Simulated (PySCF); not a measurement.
Species: C2H9GeNS.
SMILES: `C[NH][GeH2][S]C`

Level: B3LYP/def2-SVPD in PySCF, non-relativistic, on one gas-phase PBE0-D3(BJ)/def2-SVP geometry that isn't relaxed in the solvent. The solvent is an IEF-PCM continuum (van der Waals radii × 1.2), and excitations are vertical TDDFT with non-equilibrium linear response and a frozen core. Specific hydrogen bonds and non-electrostatic terms are outside this model. Spin–orbit coupling is left out although an atom past zinc is present.

Gas-phase singlets (H = HOMO, L = LUMO):

| state | E (eV) | λ (nm) | f | leading configurations |
| --- | --- | --- | --- | --- |
| S1 | 5.355 | 232 | 0.007 | H→L+1 48%, H→L 41% |
| S2 | 5.519 | 225 | 0.004 | H-1→L 37%, H-1→L+1 29% |
| S3 | 5.658 | 219 | 0.010 | H-1→L 58%, H→L+1 24% |
| S4 | 5.733 | 216 | 0.028 | H-1→L+1 50%, H→L 32% |
| S5 | 5.985 | 207 | 0.012 | H→L+2 87% |

**Question.** How does the list change in chloroform (ε = 4.711)?

**Answer.** 
```csv
state,E (eV),λ (nm),f,leading configurations,change by rank (eV)
S1,5.422,229,0.011,"H-1→L 62%, H→L 27%",+0.067
S2,5.558,223,0.012,"H→L+1 70%, H→L 21%",+0.039
S3,5.593,222,0.024,"H→L 49%, H-1→L 24%",-0.065
S4,5.846,212,0.026,"H-1→L+1 68%, H-1→L+2 16%",+0.113
S5,6.026,206,0.013,"H→L+2 82%, H-1→L+1 8%",+0.041
```

**Question.** How does the list change in tetrahydrofuran (ε = 7.426)?

**Answer.** 
```
state  E (eV)  λ (nm)      f    leading configurations  change by rank (eV)
   S1   5.435     228  0.011        H-1→L 61%, H→L 29%               +0.080
   S2   5.566     223  0.017        H→L+1 55%, H→L 31%               +0.047
   S3   5.585     222  0.019        H→L+1 38%, H→L 36%               -0.073
   S4   5.866     211  0.025  H-1→L+1 68%, H-1→L+2 17%               +0.133
   S5   6.018     206  0.019                 H→L+2 86%               +0.033
```

**Question.** How do the frontier levels move from gas to tetrahydrofuran?

**Answer.** 
```csv
orbital,gas (eV),solvent (eV),change (eV)
LUMO+2,0.42,0.42,0.00
LUMO+1,0.03,0.17,+0.14
LUMO,-0.04,0.01,+0.05
HOMO,-6.48,-6.42,+0.06
HOMO-1,-6.58,-6.61,-0.03
HOMO-2,-8.17,-8.22,-0.05
HOMO-3,-9.30,-9.23,+0.07
```

The HOMO–LUMO gap goes from 6.44 to 6.43 eV. Rows go by rank; for HOMO-1, HOMO, LUMO and LUMO+1 the atom shares or the degeneracy differ between the runs, so the row needn't follow one orbital.

Shape of the structure used: `[CH3:1][NH:2][GeH2:3][S:4][CH3:5]`: C1–N2–Ge3–S4 65°, N2–Ge3–S4–C5 52°.
